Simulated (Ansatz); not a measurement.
`O[SiH]([SiH3])[O][AlH2]` + H₂O → `O[SiH](O)[O][AlH2]` + SiH₄  (formal hydrolysis of the Si–Si bond)

Computed with Ansatz on PBE0-D4/def2-TZVP structures; ΔE is electronic, products minus reactants. CCSD(T)/CBS is the MP2 limit (def2-TZVPP, def2-QZVPP) plus CCSD(T) − MP2 in def2-TZVPP, frozen cores. This one scheme is used for every species. Functionals use def2-TZVPP. B3LYP here is the variant with VWN-RPA as its local correlation; programs differ in this. Each species was taken in one conformer, which may not be the lowest.

(1) Is it downhill or uphill in electronic energy at CCSD(T)/CBS, and by how much? (Best estimate.)

(2) What do these levels give: PBE-D4, r2SCAN-D4, PBE0-D4, ωB97X-V, ωB97M-V, PBE0, B3LYP, CCSD(T)/def2-TZVPP, HF/def2-QZVPP, SCS-MP2/def2-QZVPP, MP2/CBS(def2), CCSD/CBS(def2)? (An estimate is asked.)

Largest T1 diagnostic among the species: 0.013.

Answers

(1) Ansatz gave: Downhill: ΔE = -130.3 kJ/mol.

(2) Computed: PBE-D4 -109.1, r2SCAN-D4 -131.1, PBE0-D4 -116.8, ωB97X-V -130.9, ωB97M-V -137.5, PBE0 -120.3, B3LYP -135.5, CCSD(T)/def2-TZVPP -134.1, HF/def2-QZVPP -158.6, SCS-MP2/def2-QZVPP -140.7, MP2/CBS(def2) -135.8, CCSD/CBS(def2) -133.4 kJ/mol.

From PBE to PBE0 (25 % exact exchange), in def2-TZVPP and without D4, ΔE moves by −7.5 kJ/mol. In def2-TZVPP, CCSD(T) changes the Hartree–Fock value by +23.6 kJ/mol (the triples alone add +3.1 kJ/mol) and MP2 by +18.1 kJ/mol. The D4 term adds +5.9 kJ/mol with B3LYP and +3.6 kJ/mol with PBE0; it sums over pairs of atoms, weighted by their polarisabilities, and B3LYP, whose exchange is more repulsive, gets the larger term.
